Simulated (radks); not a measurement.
Species: Rh24+. Configuration: [Ar] 3d3 (the NIST ground configuration). All-electron calculation, scalar-relativistic Kohn-Sham, LB94 model potential, spin-polarised, spherical densities, finite nucleus; open shells are filled with parallel spins first (spin-orbit coupling, left out, can overturn this in heavy ions); Fermi nuclear charge, rms radius 4.4945 fm. Program: a radial shooting solver on a logarithmic mesh with Libxc functionals.

Unscreened Slater integrals over Kohn-Sham orbitals (hartree). They are taken over the spin-up orbitals.

\begin{tabular}{lr}
integral & value \\ \hline
F0(3d,3d) & 2.8194 \\
F2(3d,3d) & 1.4380 \\
F4(3d,3d) & 0.92539 \\
F0(3d,3p) & 2.6338 \\
F2(3d,3p) & 1.2725 \\
G1(3d,3p) & 1.3982 \\
G3(3d,3p) & 0.92139 \\
F0(3d,3s) & 2.6001 \\
G2(3d,3s) & 1.0539 \\
F0(3d,2p) & 3.6149 \\
F2(3d,2p) & 1.0314 \\
G1(3d,2p) & 0.93248 \\
G3(3d,2p) & 0.53639 \\
F0(3p,3p) & 2.5229 \\
F2(3p,3p) & 1.2732 \\
F0(3p,3s) & 2.4923 \\
G1(3p,3s) & 1.6298 \\
F0(3p,2p) & 3.3581 \\
F2(3p,2p) & 0.80747 \\
G0(3p,2p) & 0.31888 \\
G2(3p,2p) & 0.34727 \\
F0(3s,3s) & 2.4682 \\
F0(3s,2p) & 3.2456 \\
G1(3s,2p) & 0.31389 \\
F0(2p,2p) & 7.4319 \\
F2(2p,2p) & 3.5258 \\
\end{tabular}

Derived for the open shells (J is the average intra-shell exchange parameter used in DFT+U). 3d: Racah B = F2/49 - 5 F4/441 = 0.01886 hartree, C = 35 F4/441 = 0.07344 hartree, C/B = 3.89, F4/F2 = 0.644, J = (F2 + F4)/14 = 0.1688 hartree.
